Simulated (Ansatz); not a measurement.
# Two structures, one formula

The two ends of one reaction step of CH7FGe, singlet (PBE0-D4/def2-TZVP).

A:

```
atom    x (Å)    y (Å)    z (Å)
 Ge1  -0.9385  -0.0343  -0.5050
  H2  -0.5312   1.4639  -0.6003
  H3  -0.7950  -0.6285  -1.9141
  H4  -2.4164  -0.0482  -0.0850
  C5   0.1977  -0.9449   0.7871
  H6   1.1563   1.7760  -0.4445
  F7   2.0792   1.7739  -0.3462
  H8  -0.0684  -2.0010   0.8392
  H9   0.0729  -0.5023   1.7758
 H10   1.2434  -0.8544   0.4928
```

B:

```
10
angstrom
Ge -0.2636 -0.4843 -1.0016
H -0.2580 2.8983 1.0209
H 0.0624 -1.5245 -2.0860
H -1.7241 -0.0125 -1.0872
C 0.2726 -1.0255 0.7780
H 0.0787 2.6189 0.4150
F 0.7033 0.9187 -1.4021
H -0.2871 -1.9099 1.0885
H 0.0787 -0.2186 1.4850
H 1.3371 -1.2607 0.7893
```

Program: Ansatz 0.2.0. Basis: def2-TZVPP. Cores are frozen in the correlated methods. Filled d shells of the heavier atoms are correlated. The def2 sets are not built for correlating such inner shells, so the correlated values are less sure here. B3LYP uses VWN-RPA correlation.

Problem. Which structure is lower at CCSD(T), and by how much? (Judge from chemistry; the value comes from the calculation.)

Solution. Computed: B, by 0.370 eV (electronic energy, against the other). By their contacts, A is a complex of CH₆Ge ([CH3][GeH3]) + HF and B is a complex of CH₅FGe ([CH3][GeH2][F]) + H₂.

All methods give the same order:

```json
{"method": "SPW92", "E(B) − E(A) (eV)": "-0.182"}
{"method": "PBE-D4", "E(B) − E(A) (eV)": "-0.334"}
{"method": "BLYP-D4", "E(B) − E(A) (eV)": "-0.445"}
{"method": "r2SCAN-D4", "E(B) − E(A) (eV)": "-0.430"}
{"method": "B97M-V", "E(B) − E(A) (eV)": "-0.416"}
{"method": "PBE0-D4", "E(B) − E(A) (eV)": "-0.312"}
{"method": "B3LYP-D4", "E(B) − E(A) (eV)": "-0.414"}
{"method": "r2SCAN0-D4", "E(B) − E(A) (eV)": "-0.381"}
{"method": "BHLYP-D4", "E(B) − E(A) (eV)": "-0.418"}
{"method": "CAM-B3LYP-D4", "E(B) − E(A) (eV)": "-0.416"}
{"method": "wB97X-V", "E(B) − E(A) (eV)": "-0.434"}
{"method": "wB97M-V", "E(B) − E(A) (eV)": "-0.406"}
{"method": "B2PLYP", "E(B) − E(A) (eV)": "-0.426"}
{"method": "PBE-QIDH", "E(B) − E(A) (eV)": "-0.347"}
{"method": "RPA on PBE", "E(B) − E(A) (eV)": "-0.404"}
{"method": "HF", "E(B) − E(A) (eV)": "-0.496"}
{"method": "MP2", "E(B) − E(A) (eV)": "-0.404"}
{"method": "CCSD", "E(B) − E(A) (eV)": "-0.365"}
{"method": "CCSD(T)", "E(B) − E(A) (eV)": "-0.370"}
```

No T1 diagnostic of these runs exceeds 0.011.

Labels in which every atom is bracketed show which atoms are joined, not bond orders.

For scale, one of the runs: CCSD(T)/def2-TZVPP, 208 basis functions, launched by `ansatz run in.yaml --threads 4 --pin off --events-out ev --progress --plain --max-ram 9574MiB`. Time: 100 s of wall clock on 4 CPU threads of an Intel Xeon; the host was shared. Peak host memory: 2.9 GiB.
